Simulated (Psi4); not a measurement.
HCl3Si, singlet, at a GFN2-xTB geometry.

Psi4 was given this input:
```
memory 2 GB

molecule {
0 1
  Si    0.02863441   -0.01627765    0.49106656
  Cl   -1.24158057   -1.43679456   -0.14881741
  Cl   -0.64009829    1.79232122   -0.07685298
  Cl    1.85144867   -0.33834186   -0.29276296
  H     0.11303141   -0.06425436    1.93843503
}

set basis sto-3g
set freeze_core true
set mp2_type conv
set scf_type pk
set puream true
set d_convergence 1e-8

energy('mp2')
print_variables()
```

Question: What does this run give for the total energy, MP2 correlation energy, number of basis functions, nuclear repulsion energy?

Answer: 
```
Quantity                            Result
-------------------------  ---------------
total energy               -1650.121687 Ha
MP2 correlation energy          -0.0465 Eh
number of basis functions               37
nuclear repulsion energy       342.2102 Eh
```
